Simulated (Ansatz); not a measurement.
Relaxation of Cl$_{2}$GaH$_{3}$N (7 atoms, charge 0, multiplicity 2), to a largest force component of 0.03 eV/Å in at most 50 steps.

Method: Ansatz 0.2.0, UKS B3LYP-D4/def2-SVP.

```xyz
7
Properties=species:S:1:pos:R:3
Ga 0.048 -0.034 -0.058
Cl 0.001 -0.686 2.056
N 1.615 0.041 -0.932
H 2.493 -0.290 -0.547
H 1.668 0.272 -1.918
Cl -1.789 0.561 -0.990
H -0.043 0.135 4.494
```

Q: Where does it end, and by what steps?

A: The run converged. The force dipped under the threshold on the way, but the program's further checks kept it going. After 12 steps the energy has fallen by 0.052 eV; Cl2 moved furthest, 0.51 Å.

| step | energy less start (eV) | largest force component (eV/Å) | accepted |
| --- | --- | --- | --- |
| 0 | 0.0000 | 0.888 | yes |
| 1 | -0.0295 | 0.272 | yes |
| 2 | -0.0308 | 0.899 | yes |
| 3 | -0.0447 | 0.114 | yes |
| 4 | -0.0471 | 0.055 | yes |
| 5 | -0.0480 | 0.007 | yes |
| 6 | -0.0483 | 0.012 | yes |
| 7 | -0.0485 | 0.006 | yes |
| 8 | -0.0489 | 0.050 | yes |
| 9 | -0.0493 | 0.101 | yes |
| 10 | -0.0495 | 0.175 | yes |
| 11 | -0.0506 | 0.140 | yes |
| 12 | -0.0522 | 0.008 | yes |

```xyz
7
Properties=species:S:1:pos:R:3
Ga 0.022 -0.143 -0.054
Cl -0.094 -1.138 1.847
N 1.600 0.027 -0.895
H 2.473 -0.323 -0.518
H 1.705 0.487 -1.792
Cl -1.773 0.635 -0.935
H 0.060 0.455 4.451
```

Whether the end is a true minimum wasn't checked by a vibrational analysis.

Time of the run: 39 s on 4 threads of Intel(R) Xeon(R) Platinum 8259CL CPU @ 2.50GHz (Skylake/Cascade Lake), on a shared host, peak memory 0.35 GiB.
